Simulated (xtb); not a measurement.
C5H8O2 (SMILES C=CC(=O)OCC), singlet, geometry from GFN2-xTB; GFN0-xTB with ALPB(dmf) (xtb).

Here is a job for xtb.
```
$ xtb mol.xyz --gfn 0 --alpb dmf --json

# file mol.xyz
15

C     -2.78272913     0.26722847    -0.79449164
C     -1.60311339    -0.32562220    -0.90234636
C     -0.51433510    -0.04461386     0.05961494
O     -0.58772464     0.71526207     0.99324389
O      0.57615194    -0.76435465    -0.24016661
C      1.71966241    -0.58905099     0.59487150
C      2.53495758     0.62584856     0.17456146
H     -2.96404677     0.96781557     0.00465020
H     -3.58896619     0.07856991    -1.48228869
H     -1.36503831    -1.03463940    -1.68052355
H      1.38674536    -0.47916667     1.63247568
H      2.29716929    -1.50924135     0.48353466
H      2.82638986     0.54068823    -0.86965039
H      1.94573253     1.53026086     0.30492896
H      3.42794140     0.69571350     0.78899554
```

Output, abridged:

```
   ID    Z sym.   atoms
    1    6 C      1-3, 6, 7
    2    8 O      4, 5
    3    1 H      8-15

           -------------------------------------------------
          |                Calculation Setup                |
           -------------------------------------------------

           -------------------------------------------------
          |                 G F N 0 - x T B                 |
           -------------------------------------------------

      * Solvation model:               ALPB
        Solvent                        dmf
        Parameter file                 internal GFN-FF/ALPB
        Dielectric constant                3.7000E+01
        Reference state                gsolv [1 M gas/solution]
        Free energy shift                  5.2364E-03 Eh       3.2859E+00 kcal/mol
        Temperature                        2.9815E+02 K
        Density                            9.5000E-01 kg/L
        Solvent mass                       7.3100E+01 g/mol
        Interaction kernel             P16
        Born radius scaling (c1)           2.0907E+00
        Born radii integrator          GBOBC
        Born offset                        0.0000E+00 a0       0.0000E+00 AA
        H-bond correction              true
        Ion screening                  false
        Surface tension                    1.0000E-05 Eh       1.5569E+01 dyn/cm
        Grid points                               230 per atom

          ...................................................
          :                      SETUP                      :
          :.................................................:
          :  # basis functions                  44          :
          :  # atomic orbitals                  44          :
          :  # shells                           30          :
          :  # electrons                        40          :
          :  electronic temp.          300.0000000     K    :
          :  accuracy                    1.0000000          :
          :  -> integral cutoff          0.2500000E+02      :
          :  -> integral neglect         0.1000000E-07      :
          ...................................................

         :::::::::::::::::::::::::::::::::::::::::::::::::::::
         ::                     SUMMARY                     ::
         :::::::::::::::::::::::::::::::::::::::::::::::::::::
         :: total energy             -21.557421790728 Eh    ::
         :: total w/o Gsasa/hb       -21.547232794062 Eh    ::
         :: gradient norm              0.037068557246 Eh/a0 ::
         :: HOMO-LUMO gap              3.238442913528 eV    ::
         ::.................................................::
         :: H0 energy                -21.704310253981 Eh    ::
         :: repulsion energy           0.287533493568 Eh    ::
         :: electrostat energy        -0.098883888153 Eh    ::
         :: -> Gsolv                   0.000000000000 Eh    ::
         ::    -> Gsasa               -0.015425415007 Eh    ::
         ::    -> Gshift               0.005236418341 Eh    ::
         :: dispersion energy         -0.004199569094 Eh    ::
         :: short-range corr.         -0.037561573068 Eh    ::
         :: add. restraining           0.000000000000 Eh    ::
         :: total charge              -0.000000000000 e     ::
         :::::::::::::::::::::::::::::::::::::::::::::::::::::

           -------------------------------------------------
          |                Property Printout                |
           -------------------------------------------------

    * Orbital Energies and Occupations

         #    Occupation            Energy/Eh            Energy/eV
      -------------------------------------------------------------
         1        2.0000           -0.6897139             -18.7681
       ...           ...                  ...                  ...
         8        2.0000           -0.5666548             -15.4195
[...]
        21                         -0.2913918              -7.9292 (LUMO)
        22                         -0.1835345              -4.9942
        23                         -0.1543893              -4.2011
        24                         -0.1387788              -3.7764
        25                         -0.1205682              -3.2808
        26                         -0.1092013              -2.9715
        27                         -0.1038390              -2.8256
        28                         -0.0913078              -2.4846
        29                         -0.0842690              -2.2931
        30                         -0.0740574              -2.0152
        31                         -0.0676809              -1.8417
       ...                                ...                  ...
        44                          0.5733571              15.6018
      -------------------------------------------------------------
                  HL-Gap            0.1190106 Eh            3.2384 eV
             Fermi-level            0.0000000 Eh            0.0000 eV

     #   Z          covCN         q      C6AA      α(0)
     1   6 C        2.842    -0.403    42.050    10.593
     2   6 C        2.888    -0.167    34.089     9.542
     3   6 C        2.724     0.649    17.723     6.870
     4   8 O        0.856    -0.655    27.427     7.027
     5   8 O        1.705    -0.468    22.029     6.350
     6   6 C        3.699     0.166    20.221     6.506
     7   6 C        3.750    -0.566    38.142     8.913
     8   1 H        0.926     0.243     0.905     1.488
     9   1 H        0.926     0.212     1.039     1.594
    10   1 H        0.926     0.158     1.339     1.810
    11   1 H        0.924     0.102     1.765     2.078
    12   1 H        0.924     0.077     2.009     2.217
    13   1 H        0.925     0.221     0.996     1.561
    14   1 H        0.925     0.236     0.935     1.512
    15   1 H        0.925     0.195     1.124     1.658

 Mol. C6AA /au·bohr⁶  :       2107.641661
 Mol. C8AA /au·bohr⁸  :      48968.996156
 Mol. α(0) /au        :         69.717729

Wiberg/Mayer (AO) data.
largest (>0.10) Wiberg bond orders for each atom

 ---------------------------------------------------------------------------
     #   Z sym  total        # sym  WBO       # sym  WBO       # sym  WBO
 ---------------------------------------------------------------------------
     1   6 C    3.989 --     2 C    1.933     9 H    0.979     8 H    0.975
     2   6 C    3.985 --     1 C    1.933     3 C    1.017    10 H    0.968
     3   6 C    3.892 --     4 O    1.631     5 O    1.197     2 C    1.017
     4   8 O    1.968 --     3 C    1.631     5 O    0.196
     5   8 O    2.464 --     3 C    1.197     6 C    0.965     4 O    0.196
     6   6 C    3.957 --     7 C    1.018    12 H    0.977    11 H    0.973
                             5 O    0.965
     7   6 C    3.977 --     6 C    1.018    14 H    0.981    13 H    0.980
                            15 H    0.980
     8   1 H    0.993 --     1 C    0.975
     9   1 H    0.987 --     1 C    0.979
    10   1 H    0.990 --     2 C    0.968
    11   1 H    0.997 --     6 C    0.973
    12   1 H    1.002 --     6 C    0.977
    13   1 H    0.987 --     7 C    0.980
    14   1 H    0.988 --     7 C    0.981
    15   1 H    0.981 --     7 C    0.980
 ---------------------------------------------------------------------------

Topologies differ in total number of bonds
Writing topology from bond orders to xtbtopo.mol

 dipole moment from electron density (au)
     X       Y       Z
   0.3744  -0.7489  -0.7952  total (Debye):    2.935

           -------------------------------------------------
          | TOTAL ENERGY              -21.557421790728 Eh   |
          | GRADIENT NORM               0.037068557246 Eh/α |
          | HOMO-LUMO GAP               3.238442913528 eV   |
           -------------------------------------------------

normal termination of xtb
```
